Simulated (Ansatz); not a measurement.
`[CH2][Si](Cl)(Cl)Cl`, charge 0, multiplicity 2.

**Question.** Give a relaxed structure at PBE0-D4/def2-TZVP (Ansatz 0.2.0). (Estimate.)

**Answer.** The calculation gave: 
```xyz
7

C    -1.027    0.258   -0.523
Si    0.551   -0.149    0.280
Cl    1.744   -1.184   -1.004
Cl    1.547    1.538    0.845
Cl    0.222   -1.272    1.946
H    -1.098    0.419   -1.593
H    -1.940    0.390    0.048
```
Point group Cs.
